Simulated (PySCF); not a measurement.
Isomers of C8H15NO, mass 141.115 u with the commonest isotopes. Computed with PBE0/pcSseg-1 in PySCF (dipole) on a GFN2-xTB geometry, gas phase. One conformer each, none proved a minimum here; rigid rotors.

Question: Order these by radius of gyration √(Σ m r²/M), smallest first.
A. `[CH3:1][N:2]([CH:3]=[O:4])[CH2:5][CH:6]1[CH2:7][CH2:8][CH2:9][CH2:10]1` with C1–N2–C3–O4 180°, C1–N2–C5–C6 -71°, N2–C5–C6–C7 178°, C5–C6–C7–C8 142°, C6–C7–C8–C9 -38°, C7–C8–C9–C10 42°, C8–C9–C10–C6 -30°
B. `[CH2:1]=[CH:2][CH2:3][CH2:4][C:5](=[O:6])[NH:7][CH:8]([CH3:9])[CH3:10]` with C1–C2–C3–C4 122°, C2–C3–C4–C5 171°, C3–C4–C5–O6 -26°, C4–C5–N7–C8 180°, C5–N7–C8–C9 116°
C. `[CH3:1][CH2:2]/[CH:3]=[C:4](\[C:5]([NH2:6])=[O:7])[CH:8]([CH3:9])[CH3:10]` with C1–C2–C3–C4 117°, C3–C4–C5–N6 -68°, C4–C5–N6–H 2° and 179°, C3–C4–C8–C9 -107°
D. `[CH2:1]=[C:2]([CH2:3][CH3:4])[C:5](=[O:6])[N:7]([CH3:8])[CH2:9][CH3:10]` with C1–C2–C3–C4 -114°, C1–C2–C5–O6 -112°, C2–C5–N7–C8 5°, C5–N7–C9–C10 -94°

Answer: D (2.248 Å), C (2.304 Å), A (2.349 Å), B (2.868 Å).

Question: Order these by rotational constant B, smallest first.
A. `[CH3:1][N:2]([CH:3]=[O:4])[CH2:5][CH:6]1[CH2:7][CH2:8][CH2:9][CH2:10]1` with C1–N2–C3–O4 180°, C1–N2–C5–C6 -71°, N2–C5–C6–C7 178°, C5–C6–C7–C8 142°, C6–C7–C8–C9 -38°, C7–C8–C9–C10 42°, C8–C9–C10–C6 -30°
B. `[CH2:1]=[CH:2][CH2:3][CH2:4][C:5](=[O:6])[NH:7][CH:8]([CH3:9])[CH3:10]` with C1–C2–C3–C4 122°, C2–C3–C4–C5 171°, C3–C4–C5–O6 -26°, C4–C5–N7–C8 180°, C5–N7–C8–C9 116°
C. `[CH3:1][CH2:2]/[CH:3]=[C:4](\[C:5]([NH2:6])=[O:7])[CH:8]([CH3:9])[CH3:10]` with C1–C2–C3–C4 117°, C3–C4–C5–N6 -68°, C4–C5–N6–H 2° and 179°, C3–C4–C8–C9 -107°

Answer: B (466.3 MHz), A (811.7 MHz), C (896.6 MHz).

Question: Order these by rotational constant A, largest first.
A. `[CH3:1][CH2:2]/[CH:3]=[C:4](\[C:5]([NH2:6])=[O:7])[CH:8]([CH3:9])[CH3:10]` with C1–C2–C3–C4 117°, C3–C4–C5–N6 -68°, C4–C5–N6–H 2° and 179°, C3–C4–C8–C9 -107°
B. `[CH2:1]=[CH:2][CH2:3][CH2:4][C:5](=[O:6])[NH:7][CH:8]([CH3:9])[CH3:10]` with C1–C2–C3–C4 122°, C2–C3–C4–C5 171°, C3–C4–C5–O6 -26°, C4–C5–N7–C8 180°, C5–N7–C8–C9 116°
C. `[CH2:1]=[C:2]([CH2:3][CH3:4])[C:5](=[O:6])[N:7]([CH3:8])[CH2:9][CH3:10]` with C1–C2–C3–C4 -114°, C1–C2–C5–O6 -112°, C2–C5–N7–C8 5°, C5–N7–C9–C10 -94°
D. `[CH3:1][C:2](=[O:3])[NH:4][C@@H:5]1[CH2:6][CH2:7][CH2:8][C@H:9]1[CH3:10]` with C1–C2–N4–C5 -179°, C2–N4–C5–C6 -130°, N4–C5–C6–C7 -115°, C5–C6–C7–C8 -30°, C6–C7–C8–C9 41°, C7–C8–C9–C10 -160°
E. `[CH3:1][N:2]([CH:3]=[O:4])[CH2:5][CH:6]1[CH2:7][CH2:8][CH2:9][CH2:10]1` with C1–N2–C3–O4 180°, C1–N2–C5–C6 -71°, N2–C5–C6–C7 178°, C5–C6–C7–C8 142°, C6–C7–C8–C9 -38°, C7–C8–C9–C10 42°, C8–C9–C10–C6 -30°

Answer: B (3604 MHz), E (2355 MHz), D (2306 MHz), C (1910 MHz), A (1796 MHz).

```tsv
SMILES	point group	Ia (u·Å²)	Ib (u·Å²)	Ic (u·Å²)	κ	μa (D)	μb (D)	μc (D)
CN(C=O)CC1CCCC1	C1	214.63	622.59	720.33	-0.87	0.26	3.73	1.24
C=CCCC(=O)NC(C)C	C1	140.22	1083.79	1098.02	-1.00	1.35	2.14	2.47
CC/C=C(\C(N)=O)C(C)C	C1	281.33	563.66	652.94	-0.76	2.35	0.97	2.62
C=C(CC)C(=O)N(C)CC	C1	264.66	568.85	592.22	-0.93	0.40	1.06	3.44
CC(=O)N[C@@H]1CCC[C@H]1C	C1	219.17	619.76	727.75	-0.85	1.63	1.93	2.76
```
